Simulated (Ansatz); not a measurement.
`SC[SiH2][SeH]` + `C=CF` → `C=C(F)[SiH2][SeH]` + CH₃SH  (formal exchange of groups at the Si–C bond)

Gas-phase electronic energies from Ansatz, PBE0-D4/def2-TZVP geometries. CCSD(T)/CBS is the MP2 limit (def2-TZVPP, def2-QZVPP) plus CCSD(T) − MP2 in def2-TZVPP, frozen cores. This one scheme is used for every species. Functionals use def2-TZVPP. For Se outer-core shells are correlated without core-valence functions, which leaves a few kJ/mol of doubt a bond. Scalar relativity is left out up to krypton. One conformer a species, not always the lowest.

| level | ΔE (kJ/mol) |
| --- | --- |
| r2SCAN-D4 | -4.4 |
| PBE0 | -3.1 |
| HF/def2-TZVPP | -6.1 |
| MP2/def2-TZVPP | 1.2 |
| CCSD/def2-TZVPP | -1.1 |
| CCSD(T)/def2-TZVPP | -1.0 |
| HF/def2-QZVPP | -6.2 |
| SCS-MP2/def2-QZVPP | -0.8 |

Problem. What does CCSD(T)/CBS give? (Best estimate.)

Solution. Computed: -0.4 kJ/mol. The listed levels differ from it by -4.0, -2.7, -5.7, 1.6, -0.7, -0.6, -5.8, -0.4 kJ/mol.

Largest T1 diagnostic among the species: 0.012.

In def2-TZVPP, CCSD(T) changes the Hartree–Fock value by +5.1 kJ/mol (the triples alone add +0.1 kJ/mol) and MP2 by +7.3 kJ/mol. The D4 term adds +3.9 kJ/mol with B3LYP and +2.0 kJ/mol with PBE0; it sums over pairs of atoms, weighted by their polarisabilities, and B3LYP, whose exchange is more repulsive, gets the larger term.

B3LYP here is the variant with VWN-RPA as its local correlation; programs differ in this.
